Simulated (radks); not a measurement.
The numbers below are computed, except where a source is named.
Problem. These are the eigenvalues of the occupied orbitals of an atom or ion with whole-number occupations (Ry). Code: a radial shooting solver on a logarithmic mesh with Libxc functionals. Model: Dirac Kohn-Sham, HCTH/407, spin-unpolarised, spherical densities, finite nucleus; Fermi nuclear charge, rms radius of each element as measured or else 0.836 A^(1/3) + 0.57 fm.

orbital  eigenvalue
1s1/2     -922.3023
2s1/2     -122.0943
2p1/2     -110.0417
2p3/2     -106.9699
3s1/2     -19.58179
3p1/2     -15.43561
3p3/2     -15.00132
3d3/2      -7.82490
3d5/2      -7.75756
4s1/2      -4.53815

Which element is it, and in what charge state? The configuration may be excited. Open shells, if any, are shared by 2j + 1.

Solution. Z = 34, selenium, charge +4: Se4+ in [Ar] 3d10 4s2. The list shows which subshells hold electrons but not how many an open one holds; the 1s level, -461.15 hartree, gives Z - s = 30.4 by -(Z - s)^2/2, which with screening and relativity narrows Z to a few neighbours, and the depths of the outer levels then fix element, charge and occupations together.
